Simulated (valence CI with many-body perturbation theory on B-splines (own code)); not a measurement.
Eu XLIII: what the settings do

Computed by valence CI with perturbative core correlation (CI+MBPT): three valence electrons over a frozen Dirac-Fock core [Ar], radial functions for each j: 6 s, 6 p, 5 d, 5 f, 1 g, with the one-electron correlation potential Σ1, the two-electron term Σ2, the three-electron term Σ3, Breit, model QED; selected CI, second order for the rest (own B-spline code, finite nucleus).

The last digits are not significant, and no measured levels were compared; by estimate large intervals hold to a few tenths of a per cent, small ones and those within an open d or f shell to about a per cent. Only levels of the ground parity were solved; by the run's estimate the other parity begins above the list, which can be wrong where configurations are misplaced.

The reference run has the lowest level (3d3/2^3) J=3/2 and an ionisation energy of 3279.51 eV. Its largest variational space holds 2195 state functions.

Levels are named by their leading jj configuration (3d3/2^4 stands for four electrons in 3d with j = 3/2), which in mixed levels can hold well under half, so a name can repeat and another be missing. Letters in brackets count levels of one name in rising energy.

Changed runs:
A. QED terms on → off
B. Breit term on → off; QED terms on → off
C. factor on the speed of light 1 → 100; QED terms on → off
D. scale of Σ1 1 → 0 (bad on purpose)

Excitation energies of the reference run in cm⁻¹, and shifts in cm⁻¹:

```tsv
Level	Reference	A	B	C	D
(3d3/2^2 3d5/2) J=5/2 [a]	221731	-759	+7425	-221722	-1304
(3d3/2^2 3d5/2) J=3/2	267731	-725	+5812	-180034	-1288
(3d3/2^2 3d5/2) J=7/2	284316	-800	+12154		-1403
(3d3/2^2 3d5/2) J=9/2	291345	-761	+14281		-1345
(3d3/2^2 3d5/2) J=1/2	300657	-746	+7067	-212965	-1341
(3d3/2^2 3d5/2) J=5/2 [b]	435147	-880	+8093	-347440	-1632
(3d3/2 3d5/2^2) J=7/2 [a]	505809	-1492	+15543		-2608
(3d3/2 3d5/2^2) J=9/2	531720	-1534	+19833		-2682
(3d3/2 3d5/2^2) J=3/2 [a]	565713	-1513	+12231		-2691
(3d3/2 3d5/2^2) J=1/2	584232	-1524	+13514	-458925	-2716
(3d3/2 3d5/2^2) J=11/2	597578	-1528	+23405	-463756	-2712
(3d3/2 3d5/2^2) J=5/2 [a]	607399	-1433	+13073	-472903	-2593
Ionisation energy (eV)	3279.51	-0.16	+2.32	-14.39	-2.64
```

A blank means that the level has no clear partner in that run.
